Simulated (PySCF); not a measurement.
Mapped SMILES: `[CH2:1]=[C:2]([CH3:3])[SiH2:4][Si@H:5]([O:6][CH3:7])[O:8][SiH3:9]`; H(Xn) means a hydrogen on atom n. Ha(C1) is cis to C3; Ha(Si4) is pro-R; Hb(Si4) is pro-S; Hb(C1) is trans to C3.

[PySCF: σ from GIAO-PBE0/pcSseg-1; geometry: GFN2-xTB; isolated molecule; no relativistic terms; single conformer; rapidly exchanging positions averaged]

Scale: $^{13}$C, $^{1}$H, $^{29}$Si vs TMS; $^{17}$O against H2O (reference shieldings calculated alike).

```tsv
atoms	nucleus	count	δ (ppm)
Si9	$^{29}$Si	1	-44.6
Si5	$^{29}$Si	1	?
C2	$^{13}$C	1	148.5
Ha(C1)	$^{1}$H	1	5.97
Ha(Si4)	$^{1}$H	1	?
H(C3)	$^{1}$H	3	1.99
C7	$^{13}$C	1	53.0
H(Si9)	$^{1}$H	3	5.20
H(C7)	$^{1}$H	3	?
C1	$^{13}$C	1	135.5
O6	$^{17}$O	1	44.5
H(Si5)	$^{1}$H	1	5.42
Si4	$^{29}$Si	1	-71.0
Hb(C1)	$^{1}$H	1	?
O8	$^{17}$O	1	?
C3	$^{13}$C	1	29.2
Hb(Si4)	$^{1}$H	1	3.97
```

Q: Estimate the values marked ?.

A: 
- Hb(C1): 5.64 ppm, hydrogen on a terminal =CH2 carbon; olefinic region
- Ha(Si4): 4.31 ppm, hydrogen on a silicon bonded to C, Si
- H(C7): 3.97 ppm, hydrogen on a methyl carbon bonded to O; its carbon carries O, which withdraws density
- Si5: -16.6 ppm, silicon bonded to 2 O, Si, H
- O8: 47.0 ppm, oxygen bonded to 2 Si

Shifts are as computed. Against solution values, carbons near 30 ppm lie about +3 ppm off and those near 130 ppm about +5 ppm. Of 1211 compounds with measured shifts, 218 miss one by over three times the rms of a fit or turn the order of signals round; such compounds aren't used in these exercises. Experimental scales use liquid or dissolved standards, which lie at an offset from isolated H2O (liquid H2O: subtract about 36 ppm).
